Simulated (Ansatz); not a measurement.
```xyz
2

Cu    0.0000    0.0000   -0.0492
H     0.0000    0.0000    1.4269
```

Basis set: cc-pVDZ (spherical functions). Correlated methods keep 5 orbitals frozen. Charge 0, multiplicity 1.

Computed with Ansatz (development build ahead of 0.2.0); each method stands on the lowest determinant of its kind that the runs found. Restricted open shells among the atoms or ions are ROHF, correlated in semicanonical orbitals with singles.

Q: Give the atomization energy at this shape (free ground-state atoms in the same class of orbitals less the molecule, no zero-point energy) of singlet CuH by RHF-MP2, RHF.

A:

```
 method  atomization energy
RHF-MP2        245.3 kJ/mol
    RHF        130.3 kJ/mol
```
